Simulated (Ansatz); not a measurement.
Isolated molecules relaxed with PBE0-D4/def2-TZVP in Ansatz; ΔE leaves out vibrations. CCSD(T)/CBS is the MP2 limit (def2-TZVPP, def2-QZVPP) plus CCSD(T) − MP2 in def2-TZVPP, frozen cores. Functionals use def2-TZVPP. B3LYP here is the variant with VWN-RPA as its local correlation; programs differ in this. For Zn outer-core shells are correlated without core-valence functions, which leaves a few kJ/mol of doubt a bond. Scalar relativity is left out up to krypton. One conformer a species, not always the lowest.

`O[CH2][Zn][SH]` + `CNBO` → `O[CH2][ZnH]` + `OBNCS`  (redistribution)

```json
{"level": "PBE-D4", "ΔE (kJ/mol)": "145.3", "difference from CCSD(T)/CBS": "-12.9"}
{"level": "r2SCAN-D4", "ΔE (kJ/mol)": "154.5", "difference from CCSD(T)/CBS": "-3.7"}
{"level": "B3LYP-D4", "ΔE (kJ/mol)": "149.5", "difference from CCSD(T)/CBS": "-8.7"}
{"level": "ωB97X-V", "ΔE (kJ/mol)": "150.0", "difference from CCSD(T)/CBS": "-8.2"}
{"level": "ωB97M-V", "ΔE (kJ/mol)": "150.1", "difference from CCSD(T)/CBS": "-8.1"}
{"level": "B2PLYP", "ΔE (kJ/mol)": "157.4", "difference from CCSD(T)/CBS": "-0.8"}
{"level": "PBE", "ΔE (kJ/mol)": "150.9", "difference from CCSD(T)/CBS": "-7.3"}
{"level": "PBE0", "ΔE (kJ/mol)": "156.3", "difference from CCSD(T)/CBS": "-1.9"}
{"level": "B3LYP", "ΔE (kJ/mol)": "158.6", "difference from CCSD(T)/CBS": "0.4"}
{"level": "HF/def2-TZVPP", "ΔE (kJ/mol)": "173.2", "difference from CCSD(T)/CBS": "15.0"}
{"level": "SCS-MP2/def2-TZVPP", "ΔE (kJ/mol)": "154.3", "difference from CCSD(T)/CBS": "-3.9"}
{"level": "CCSD/def2-TZVPP", "ΔE (kJ/mol)": "155.4", "difference from CCSD(T)/CBS": "-2.8"}
{"level": "CCSD(T)/def2-TZVPP", "ΔE (kJ/mol)": "151.4", "difference from CCSD(T)/CBS": "-6.8"}
{"level": "SCS-MP2/def2-QZVPP", "ΔE (kJ/mol)": "158.5", "difference from CCSD(T)/CBS": "0.3"}
{"level": "HF/CBS(def2)", "ΔE (kJ/mol)": "174.9", "difference from CCSD(T)/CBS": "16.7"}
{"level": "MP2/CBS(def2)", "ΔE (kJ/mol)": "161.3", "difference from CCSD(T)/CBS": "3.1"}
{"level": "CCSD(T)/CBS", "ΔE (kJ/mol)": "158.2", "difference from CCSD(T)/CBS": "0"}
```

Largest T1 diagnostic among the species: 0.014.

The D4 term adds −9.1 kJ/mol with B3LYP and −4.7 kJ/mol with PBE0; it sums over pairs of atoms, weighted by their polarisabilities, and B3LYP, whose exchange is more repulsive, gets the larger term. In def2-TZVPP, CCSD(T) changes the Hartree–Fock value by −21.8 kJ/mol (the triples alone add −4.0 kJ/mol) and MP2 by −18.7 kJ/mol.
